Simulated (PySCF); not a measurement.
GaBr₂, SMILES [Br][Ga+][Br], charge +1.

The structure is a stationary point at B3LYP-D3(BJ)/def2-SVP. The multiplicity is an assumed one; other spin states were not compared. The isomer is the one that the SMILES or the coordinates give; other isomers of the formula were not compared.

Computed with IEF-PCM-M06-2X/def2-SVP run with PySCF.

The values are the electrostatic part of the solvation free energy, E(continuum) − E(gas) at the gas-phase geometry, in a cavity of scaled van der Waals radii (PySCF's table); cavitation and dispersion terms are not included. A continuum can't describe solvent molecules that bind to the metal. In vacuum the orbital gap is 7.88 eV.

Estimate the values in water (ε = 78.36), benzene (ε = 2.27), ethanol (ε = 24.85). (Estimate from the structure and the level; the computed values follow.)


```json
[
 {"solvent": "water", "ε": "78.36", "ΔG(elec) (kcal/mol)": "-65.1", "gap (eV)": "8.08"},
 {"solvent": "benzene", "ε": "2.27", "ΔG(elec) (kcal/mol)": "-35.4", "gap (eV)": "7.97"},
 {"solvent": "ethanol", "ε": "24.85", "ΔG(elec) (kcal/mol)": "-63.0", "gap (eV)": "8.07"}
]
```
